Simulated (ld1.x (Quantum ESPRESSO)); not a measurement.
Results of a calculation; reference values are marked as such.
# Pseudopotentials across the periodic table

Generated with ld1.x 7.5 (TM, RRKJ, ultrasoft, PAW), atompaw 4.2 or ONCVPSP 4.0.1. The cutoff is in Ry: for ld1.x and atompaw files where the sum of valence levels is converged to 10 mRy in a Bessel basis, for ONCV files where the hardest occupied wave has 1 mHa per electron of residual kinetic energy. The error is the largest all-electron minus pseudo excitation energy over each file’s own four to seven test configurations (ionisations up to +4, promotions, holes and added fractions of an electron), all of which were solved. The labels leave out finer settings (local radius, basis sizes, second energies), which also bear on the numbers. Spin-polarised tests are not counted. The rows are a selection from randomly drawn settings: files with unsolved tests, undetermined cutoffs or missed reference levels are left out.

A true bound ghost makes a file unfit for plane-wave use even where its test errors are small: the radial tests pick states by their node count and pass the ghost by.

```csv
element,potential,cutoff (Ry),largest error (meV),bound ghosts
Fe,"ultrasoft, PBE, scalar-relativistic, rc 2.30/3.05/1.80 (spd), local smoothed, core correction yes, reference 3d6 4s1.5 4p0",35,-18,none
As,"ultrasoft, PBEsol, scalar-relativistic, rc 1.55/1.60/1.15 (spd), local smoothed, core correction no, reference 4s1.5 4p3.5",15,-107,d
Se,"TM semilocal, PBE, scalar-relativistic, rc 1.40/1.45/1.10/1.20 (spdf), local s, core correction no, reference 3d10 4s2 4p4",230,-493,none
I,"TM semilocal, PBE, scalar-relativistic, rc 1.50/1.60/1.65 (spd), local s, core correction yes, reference 5s2 5p4.75",60,-27,none
```

Question: Fill in the row for Re: TM, LDA (PZ), non-relativistic, rc 3.05/3.55/1.45 (spd), local p, core correction yes, reference 5d5 6s2 6p0.

Answer: cutoff 35 Ry, largest error -281 meV, bound ghosts: none.

Question: Fill in the row for Ar: PAW, BLYP, non-relativistic, rc 1.10/1.20 (sp), local smoothed, core correction yes, reference 3s2 3p4.5.

Answer: cutoff 35 Ry, largest error -44 meV, bound ghosts: none.
